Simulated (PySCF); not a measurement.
**AlCl₃, singlet: computed properties**

Method: PySCF, B3LYP, basis Al def2-TZVP, Cl def2-TZVP (no relativity, density fitting).

The structure is a minimum.

Z-matrix (Å, degrees; charge 0 multiplicity 1):
```
Al
Cl 1 2.0792
Cl 1 2.0792 2 120.00
Cl 1 2.0792 2 120.00 3 180.00
```

```json
{
  "Point group": "D3h",
  "Bond lengths": "Al–Cl 2.079 Å (×3)",
  "Bond angles": "Cl–Al–Cl 120.0° (×3)",
  "Dipole moment": "0.00 D",
  "Lowest empty level": "-1.61 eV",
  "Atomisation energy without zero-point energy": "1234 kJ/mol",
  "Rotational constants": "0.07434, 0.07434, 0.03717 cm⁻¹",
  "Principal polarisabilities": "42.7, 63.7, 63.7 bohr³",
  "Heat capacity Cp at 298.15 K": "71.7 J/(mol K)",
  "Rotational symmetry number": "6",
  "Highest occupied level": "-9.08 eV",
  "Entropy at 298.15 K and 1 bar": "313.6 J/(mol K)",
  "Enthalpy at 298.15 K above 0 K": "16.47 kJ/mol",
  "Principal quadrupole moments (Buckingham, traceless) about the centre of mass": "-3.09, -3.09, 6.18 D Å",
  "Zero-point energy": "12.5 kJ/mol"
}
```

Harmonic modes (masses in u: Al 26.982, Cl 34.969):
```csv
symmetry,ω (cm⁻¹),"IR (km/mol, summed over degenerate members)",μ (u)
e',145,14.0,33.75
a2'',202,32.2,28.30
a1',379,0.0,34.97
e',612,343,29.16
```

In D3h the vibrations span 2e' + a2'' + a1'. The a1' mode carries no infrared intensity, as symmetry demands.

Charges (e):
```csv
atom,Mulliken,Löwdin,polar tensor,Mayer order to Al1
Al1,0.60,-0.98,1.57,–
"Cl2,3,4",-0.20,0.33,-0.52,1.25
```

Mulliken populations on Al1: s 4.75, p 7.06, d 0.47, f 0.11.

Counting electrons, aluminium keeps none of its valence electrons outside its bonds, so the VSEPR class is AX3 and the expected shape is trigonal planar (D3h), as computed.

The final relaxation and frequency run took 27 s on 4 threads of a shared AMD EPYC 7R43 64-Core (Zen 3) host, with 148 basis functions and 7 gradients; the process peaked at 1.6 GiB. Launch command: `OMP_NUM_THREADS=4 python axn.py task.json out`.
